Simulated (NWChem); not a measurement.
# ScCl2 cation; SMILES [Cl][Sc+][Cl]

```xyz
3

Sc     0.0000     0.0000     0.7674
Cl     1.8025     0.0000    -0.4740
Cl    -1.8025     0.0000    -0.4740
```
Atoms are numbered in this order, from 1.

Program: NWChem. Medium grid unless said otherwise, to which SCAN and Minnesota functionals are sensitive. The geometry was optimised at PBE-D3(BJ)/def2-SVP. This spin state was assumed; another may lie lower.

Estimate the computed values for SCAN/def2-SVP. Quantities: highest occupied level (eV); orbital gap (eV).


```json
{
  "highest occupied level (eV)": "-13.50",
  "orbital gap (eV)": "3.82"
}
```
